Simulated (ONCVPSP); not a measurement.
## An all-electron radial function and its pseudo partner (lithium)

Columns: radius, all-electron u(r) and pseudo u(r) of the 2p shell (level -1.22 eV) of lithium in the configuration [He] 2s0.75 2p0.25; PBE, scalar-relativistic, ONCV scheme, ONCVPSP 4.0.1.

| r (bohr) | all-electron | pseudo |
| --- | --- | --- |
| 0.200 | 0.0145 | 0.0053 |
| 0.400 | 0.0455 | 0.0206 |
| 0.600 | 0.0828 | 0.0444 |
| 0.800 | 0.1218 | 0.0749 |
| 1.000 | 0.1602 | 0.1104 |
| 1.200 | 0.1969 | 0.1498 |
| 1.400 | 0.2311 | 0.1922 |
| 1.600 | 0.2624 | 0.2364 |
| 1.800 | 0.2908 | 0.2805 |
| 2.000 | 0.3174 | 0.3217 |
| 2.200 | 0.3421 | 0.3574 |
| 2.400 | 0.3641 | 0.3854 |
| 2.600 | 0.3830 | 0.4051 |
| 2.800 | 0.3989 | 0.4173 |
| 3.000 | 0.4116 | 0.4242 |
| 3.200 | 0.4214 | 0.4281 |
| 3.400 | 0.4282 | 0.4309 |
| 3.600 | 0.4323 | 0.4330 |
| 3.800 | 0.4339 | 0.4340 |
| 4.000 | 0.4332 | 0.4332 |
| 4.200 | 0.4304 | 0.4304 |
| 4.400 | 0.4258 | 0.4258 |
| 4.600 | 0.4196 | 0.4196 |
| 4.800 | 0.4121 | 0.4121 |
| 5.000 | 0.4035 | 0.4035 |
| 5.200 | 0.3940 | 0.3940 |

(1) How many radial nodes do the two functions have?

(2) At about which radius was the pseudo-wave matched?

(3) Is the pseudo-wave norm-conserving?

Answers

(1) The all-electron 2p function has n − l − 1 = 0; the pseudo-wave has 0.

(2) 4.00 bohr, where the columns begin to agree (steps of 0.20 bohr).

(3) Yes: the ONCV scheme keeps the norm inside the radius equal to the all-electron one, which fixes the energy derivative of the logarithmic derivative at the level.
